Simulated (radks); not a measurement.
Task: The gallium ion Ga5+ is in [Ar] 3d8. Method: scalar-relativistic Kohn-Sham, r2SCAN, spin-polarised, spherical densities, finite nucleus; meta-GGA in the generalised Kohn-Sham scheme; Fermi nuclear charge, rms radius of each element as measured or else 0.836 A^(1/3) + 0.57 fm; computed with a radial shooting solver on a logarithmic mesh with Libxc functionals. Open shells are filled with parallel spins first. One electron is removed from 3d, 2p, 3s, 3p in turn, with full relaxation. Which removal costs least, and what does each cost?

Result: 3d 112.93 eV; 3p 197.45 eV; 3s 249.14 eV; 2p 1231.9 eV. The 3d electron leaves first.
